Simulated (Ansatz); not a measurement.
Ansatz (a program for electronic structure) input (PBE/def2-TZVP):

Ansatz 0.2 input:
```yaml
crystal:
  periodic: [false, false, false]
  atoms:
    - {symbol: Zr, position_ang: [-0.00000000, -0.00000000, -0.35013078]}
    - {symbol: F, position_ang: [0.00000000, 0.00000000, 1.55613679]}
basis:
  gaussian:
    orbitals: def2-TZVP
hamiltonian:
  xc: {name: PBE}
magnetization: {spin_polarized: true, initial_magnetization: 3}
relax: {f_tol: 0.003, max_steps: 100}
```

End of the output:

```
integrals: 0.01 GiB planned
477 factors; their error is unknown
mean field: 0.17 GiB planned
mean field evaluation 192: about -3995.1384 eV, gradient 7.7e-5 eV
mean field evaluation 224: about -3994.6352 eV, gradient 4.7e0 eV
mean field evaluation 256: about -3994.7756 eV, gradient 2.8e-2 eV
mean field evaluation 288: about -3993.6745 eV, gradient 7.7e0 eV
mean field evaluation 320: about -3995.1172 eV, gradient 7.3e-1 eV
mean field -3995.14302109 eV, -146.8187980198 hartree, gradient 6.6e-6 eV, S^2 3.753318; 18 other end points of the search recorded, 0 dependent functions left out
the calculation of the forces begins
reference -3995.14306672 eV, -146.8187996966 hartree; 12, 9 occupied and 59, 62 virtual orbitals, 477 factors
Total energy: -3995.14306672 eV, -146.8187996966 hartree
Atom 0 at     0.000000     0.000000    -0.342269 Å, force    -0.000000    -0.000000    -0.001630 eV/Å
Atom 1 at    -0.000000    -0.000000     1.548275 Å, force     0.000000     0.000000     0.001630 eV/Å
Dipole moment:     0.000001     0.000001    -0.608675 e Å
```

The spin state was set by rule; other spins were not relaxed.
